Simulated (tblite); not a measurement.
Species: C2H12B2N2O.
Numbering: `[CH3:1][CH2:2][N@@H+:3]1[BH2-:4][NH2+:5][B@@H-:6]1[OH:7]` (hydrogens: H8, H9, H10 on C1; H11, H12 on C2; H13 on N3; H14, H15 on B4; H16, H17 on N5; H18 on B6; H19 on O7)

Computed with GFN2-xTB (tblite), gas phase: nudged elastic band of 9 images (0 to 8), spring 0.2 eV/Å², climbing image at the end, force threshold 0.05 eV/Å. No saddle search or frequency run followed, so the top image need not be a first-order saddle, and its height can exceed the method's true barrier by a kcal/mol or more.

The band describes a rotation about C2–N3 (sp3 carbon bound to nitrogen, nitrogen bonded to 2 B, C and H), followed by the dihedral C1–C2–N3–B4, from the optimised start (-74°) to a second optimised geometry at 52°.

**Question.** How does the energy change from image to image?

**Answer.** 
| image | dihedral (°) | E (kJ/mol) | C2–N3 (Å) | C1···B4 (Å) | largest true force (eV/Å) |
| --- | --- | --- | --- | --- | --- |
| 0 | -74 | 0.00 | 1.460 | 3.26 | 0.01 |
| 1 | -59 | 3.28 | 1.462 | 3.15 | 0.04 |
| 2 | -44 | 10.24 | 1.467 | 3.11 | 0.06 |
| 3 | -28 | 17.13 | 1.471 | 3.07 | 0.06 |
| 4 | -10 | 21.59 | 1.475 | 3.04 | 0.05 |
| 5 | 7 | 21.85 | 1.475 | 3.03 | 0.05 |
| 6 | 24 | 17.51 | 1.472 | 3.05 | 0.04 |
| 7 | 40 | 11.62 | 1.469 | 3.08 | 0.04 |
| 8 | 52 | 9.19 | 1.468 | 3.12 | 0.01 |

Barriers of this band. The top is image 5 at 7°: 21.85 kJ/mol forward and 12.66 kJ/mol back; the end lies 9.19 kJ/mol above the start. The central bond is 0.015 Å longer at the top than at the start.

**Question.** What rate follows at 200 K for crossing this barrier forward?

**Answer.** Taking the electronic barrier for the free energy of activation (no zero-point or entropy terms, transmission 1), rate = (kT/h)·exp(−ΔE/kT) ≈ 8 × 10^6 s⁻¹, whose inverse is 1 × 10^-7 s. An error of 1 kcal/mol in the barrier changes this by a factor of 12, and the method and the loose band can each miss by that much or more.

**Question.** How would the two end points share their population at 200 K, from these energies alone?

**Answer.** exp(−ΔE/kT) with ΔE = 0.095 eV gives 0.004 for the higher one (end) against 1 for the lower, without vibrational, rotational or degeneracy terms.

**Question.** How long is the path, and how are the images spaced?

**Answer.** Cartesian distances between aligned neighbours (all atoms, Å): 0.80, 0.81, 0.83, 0.82, 0.80, 0.84, 0.81, 0.72; the sum is 6.42 Å, and the top lies 63 % of the way along.

What follows is the cost of the whole band run. Rough CPU time on one thread of a shared machine: about 9 s.
